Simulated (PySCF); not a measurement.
Compound: ClGe2H7Si.
Cartesian coordinates in Å at the PBE0-D3(BJ)/def2-SVP level; atoms count from 1:
```
atom  x, y, z in Å
Cl1    1.2750    2.0129   -1.4308
Si2    1.9008    0.5130   -0.1301
Ge3    0.1369   -1.0775   -0.0706
Ge4   -1.9214    0.1497    0.2772
H5     3.1965   -0.0254   -0.6361
H6     2.1167    1.1265    1.2131
H7     0.3683   -2.0845    1.0748
H8     0.0933   -1.8508   -1.4019
H9    -1.7670    1.0410    1.5229
H10   -2.2126    1.0366   -0.9435
H11   -3.0999   -0.8163    0.4961
```

Theory: PySCF, TDDFT CAM-B3LYP/def2-SVPD, vertical, gas phase, core orbitals frozen in the response. Relativistic effects, spin–orbit coupling among them, are left out although an element past zinc is present.

Transition dipole moments from the ground state, in atomic units and in the frame of the coordinates above (overall signs are arbitrary), for the states with f of 0.002 or more among the lowest 7:

| state | E (hartree) | μx | μy | μz |
| --- | --- | --- | --- | --- |
| S1 | 0.2286 | 0.437 | -0.189 | 0.026 |
| S2 | 0.2552 | -0.646 | 0.056 | 0.119 |
| S3 | 0.2597 | -0.517 | -0.292 | 0.084 |
| S4 | 0.2603 | -1.274 | -0.004 | 0.247 |
| S5 | 0.2649 | -0.381 | -0.453 | -0.054 |
| S6 | 0.2673 | -1.065 | -0.029 | 0.282 |
| S7 | 0.2736 | 0.181 | 0.034 | 0.119 |

Q: Work out the oscillator strengths.

A: f = (2/3) ΔE |μ|² with ΔE in hartree (27.2114 eV).

| state | \|μ\|² (au) | \|μ\| (D) | f |
| --- | --- | --- | --- |
| S1 | 0.227 | 1.21 | 0.035 |
| S2 | 0.434 | 1.67 | 0.074 |
| S3 | 0.359 | 1.52 | 0.062 |
| S4 | 1.685 | 3.30 | 0.292 |
| S5 | 0.353 | 1.51 | 0.062 |
| S6 | 1.216 | 2.80 | 0.217 |
| S7 | 0.048 | 0.56 | 0.009 |

Q: Which bond between heavy atoms lies closest to the direction of the S4 transition dipole?

A: Ge3–Ge4, at 31° from it; next Si2–Ge3 at 43°.

Q: What angle do the transition dipoles of S4 and S5 make?

A: |cos θ| = |μa·μb| / (|μa| |μb|) = 0.61, so θ ≈ 52° (taken between 0 and 90°, since the signs are arbitrary).

Q: How is the summed strength of these states shared among x, y and z?

A: (2/3) Σ ΔE μα² gives 0.662 for x, 0.057 for y and 0.032 for z, 0.751 in all.

Q: What peak molar absorption coefficient would the strongest computed level give as a lone Gaussian band 0.3 eV wide at half height?

A: ε(max) = 2.175×10⁸ f / FWHM, with the width in cm⁻¹. S4: 2.175×10⁸ × 0.2924 / 2420 ≈ 26000 L mol⁻¹ cm⁻¹.

All these states lie below the vertical ionisation energy of 9.80 eV (ΔSCF).

One conformer stands for the species.

Without π bonds the low states may be Rydberg-like; a valence basis with one diffuse set may place them up to an eV too high.
